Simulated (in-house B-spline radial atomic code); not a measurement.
Settings and results of a run for Ar⁴⁺. Computed with an all-electron radial atomic-structure program (B-spline basis): non-relativistic B97-1, spin-polarised, spherical fractional occupations, point nucleus.

Command:
```bash
python run_scf.py task.json out
```
Settings:
```
Z                18
configuration    [Ne] 3s2 3p2
hamiltonian      nr
method           b97_1
spin_polarised   True
```

Output (hartree, bohr):
```
 radial grid: 44 intervals, B-splines of order 8, outer radius 14.6809 bohr

 iter        energy (Eh)    residual
    1        -520.162624    3.45e-01
    2        -522.002473    1.36e-01
    3        -522.172801    4.50e-02
    4        -522.193338    1.49e-02
    5        -522.195826    5.27e-03
    6        -522.196102    9.78e-05
    7        -522.196102    8.10e-06
    8        -522.196102    2.22e-07
    9        -522.196102    1.57e-08

 total energy                      -522.19610
 kinetic                             521.6548
 electron-nucleus                  -1208.7270
 Hartree                             193.7923
 exact exchange                       -5.9270
 exchange-correlation                -22.9892

 orbital      occ     eigenvalue          <r>       <r^2>       <1/r>       r_max
 1s up      1.000      -117.7192    0.0861781  0.00997742     17.5474     0.05654
 1s down    1.000      -117.6956    0.0861613  0.00997325       17.55     0.05654
 2s up      1.000       -13.6625     0.414034    0.203171     3.54405      0.3396
 2s down    1.000       -13.6445     0.413817    0.202777      3.5427      0.3399
 2p up      3.000       -11.2154      0.37506    0.174437      3.4586      0.2809
 2p down    3.000       -11.1829     0.375283    0.174482     3.45483      0.2814
 3s up      1.000        -3.1287      1.25381     1.79082     1.10552       1.118
 3s down    1.000        -2.9631      1.27025     1.84395     1.09317       1.119
 3p up      2.000        -2.4784      1.33277     2.04886     1.01415        1.17
```


Caution: exact exchange at fractional occupations of open shells leaves self-interaction of up to several eV.
